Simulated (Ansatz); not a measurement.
Reactions of CH$_{4}$FNO$_{2}$Si (`N[Si]1(F)OCO1`).

Computed with Ansatz on PBE0-D4/def2-TZVP structures; ΔE is electronic, products minus reactants. CCSD(T)/CBS adds triple-zeta CCSD(T) − MP2 to the extrapolated MP2 energy (def2 sets, frozen cores). This one scheme is used for every species, atoms too. Open shells (•) are unrestricted, without spin–orbit coupling. Spin–orbit coupling would lower the free atoms: a little for C, F, O, Si. One conformer a species, not always the lowest.

(1) Order these by ΔE at CCSD(T)/CBS, lowest first. (Estimate.)
A. `N[Si]1(F)OCO1` → `NC1(F)O[SiH2]O1`
B. `N[Si]1(F)OCO1` → `O[Si@@H]1N[C@H](F)O1`
C. `N[Si]1(F)OCO1` + H₂ → `N[SiH]1OCO1` + H–F
D. `N[Si]1(F)OCO1` → C• + F• + 4 H• + N• + 2 O• + Si•

Largest T1 diagnostic: 0.012, for `O[Si@@H]1N[C@H](F)O1`.

Answers

(1) C (+138.0 kJ/mol), B (+179.2 kJ/mol), A (+298.8 kJ/mol), D (+4210.4 kJ/mol).
